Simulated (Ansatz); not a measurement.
Reactions of H$_{5}$InO$_{2}$SSi, SMILES `[OH][In]([SH])[O][SiH3]`.

Gas-phase electronic energies from Ansatz, PBE0-D4/def2-TZVP geometries. CBS: MP2 limit from def2 TZ/QZ plus the TZ coupled-cluster correction, frozen cores. This one scheme is used for every species, atoms too. No spin–orbit coupling; open shells (•) take unrestricted orbitals. Spin–orbit coupling would lower the free atoms: a little for O, S, Si; strongly for In. def2 core potentials past Kr. Bonds to Br, In are less sure, by a few kJ/mol each and by 10 to 20 or more in all where they break to atoms, as the def2 sets lack core-valence functions. Scalar relativity is left out up to krypton. One conformer a species, not always the lowest.

Question: Order these by ΔE at CCSD(T)/CBS, lowest first. (An estimate is asked.)
A. `[OH][In]([SH])[O][SiH3]` → 5 H• + In• + 2 O• + S• + Si•
B. `[OH][In]([SH])[O][SiH3]` + NH₃ → `[NH2][In]([OH])[SH]` + silanol
C. `[OH][In]([SH])[O][SiH3]` + HBr → `[SiH3][O][In]([SH])[Br]` + H₂O
D. `[OH][In]([SH])[O][SiH3]` + H₂O → `[OH][In]([OH])[O][SiH3]` + H₂S
E. `[OH][In]([SH])[O][SiH3]` + `[F][Al]([SH])[Cl]` → `[OH][In]([Cl])[O][SiH3]` + `[F][Al]([SH])[SH]`
F. `[OH][In]([SH])[O][SiH3]` → `[OH][In][O][SiH3]`• + `[SH]`•
G. `[OH][In]([SH])[O][SiH3]` + H–F → `[F][In]([SH])[O][SiH3]` + H₂O
H. `[OH][In]([SH])[O][SiH3]` + `[OH][Al]([SH])[SH]` → `[SiH3][O][Al]([SH])[SH]` + `[OH][In]([OH])[SH]`

Answer: C (-107.8 kJ/mol), G (-23.8 kJ/mol), H (-3.9 kJ/mol), E (+33.5 kJ/mol), B (+41.8 kJ/mol), D (+73.0 kJ/mol), F (+322.2 kJ/mol), A (+3180.6 kJ/mol).

Largest T1 diagnostic: 0.020, for `[OH][In][O][SiH3]`•.
